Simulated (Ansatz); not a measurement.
Input for Ansatz (a first-principles code): R-B97M-V/def2-TZVPP on BiH3 (SMILES [H][Bi]([H])[H]). Elements past Kr take the def2 small-core potentials; no spin–orbit coupling.

Ansatz 0.2 input:
```yaml
crystal:
  periodic: [false, false, false]
  atoms:
    - {symbol: Bi, position_ang: [0.00000000, -0.19341493, -0.74671786]}
    - {symbol: H, position_ang: [-0.00000000, 1.49033487, -0.12066809]}
    - {symbol: H, position_ang: [1.27523796, -0.64845997, 0.43369297]}
    - {symbol: H, position_ang: [-1.27523796, -0.64845997, 0.43369297]}
basis:
  gaussian:
    orbitals: def2-TZVPP
hamiltonian:
  xc: {name: B97M-V}
scf: {lower_state_search: off}
```

Program output:

```
WARN ansatz: RAYON_NUM_THREADS=1 ignored (pool sized by the plan → 1); use --threads N
Functional definition: B97M-V
these checks for a lower state are left out or cut short: stability, starts, cluster_reference, orbital_swaps, neighbouring_geometries, increment
integrals: 0.02 GiB planned
537 factors; their error is unknown
mean field: 0.24 GiB planned
mean field evaluation 1: about -5887.6973 eV, gradient 1.5e1 eV
mean field evaluation 2: about -5887.2343 eV, gradient 2.2e1 eV
mean field evaluation 4: about -5888.6446 eV, gradient 4.5e-1 eV
mean field evaluation 8: about -5888.6388 eV, gradient 9.9e-2 eV
mean field evaluation 16: about -5888.6388 eV, gradient 7.9e-6 eV
mean field -5888.63880392 eV, -216.4034845813 hartree, gradient 7.9e-6 eV, S^2 0.000000; 0 other end points of the search recorded, 0 dependent functions left out
reference -5888.63885849 eV, -216.4034865868 hartree; 13, 13 occupied and 79, 79 virtual orbitals, 537 factors
Total energy: -5888.63885849 eV, -216.4034865868 hartree
Checks for a lower state left out: stability, starts, cluster_reference, orbital_swaps, neighbouring_geometries, increment
```

The calculation finished and met its thresholds.

Cost: about 2.1 core-seconds (a rough figure).
